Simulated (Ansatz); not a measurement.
Program: Ansatz. Geometries: PBE0-D4/def2-TZVP. ΔE: electronic, gas phase. CBS: MP2 limit from def2 TZ/QZ plus the TZ coupled-cluster correction, frozen cores. Double bonds are as drawn, so ΔE can hold a change between cis and trans. Functionals use def2-TZVPP.

Reaction (formal exchange of groups at the Al–C bond): `[AlH2]/[CH]=C1/C[SiH2]1` + `CC1=C(F)C1` → `CC1=[C]([AlH2])C1` + `F/C=C1/C[SiH2]1`

Question: Is it downhill or uphill in electronic energy at CCSD(T)/CBS, and by how much? (Best estimate.)

Answer: Ansatz gave: Downhill: ΔE = -0.62 eV.

Question: What do these levels give: r2SCAN-D4, ωB97X-V, r2SCAN, CCSD(T)/def2-TZVPP, HF/def2-QZVPP, CCSD/CBS(def2)? (Estimate.)

Answer: The calculation gave: r2SCAN-D4 -0.64, ωB97X-V -0.63, r2SCAN -0.65, CCSD(T)/def2-TZVPP -0.61, HF/def2-QZVPP -0.71, CCSD/CBS(def2) -0.64 eV.

Largest T1 diagnostic among the species: 0.013.

In def2-TZVPP, CCSD(T) changes the Hartree–Fock value by +0.10 eV (the triples alone add +0.01 eV) and MP2 by +0.08 eV.
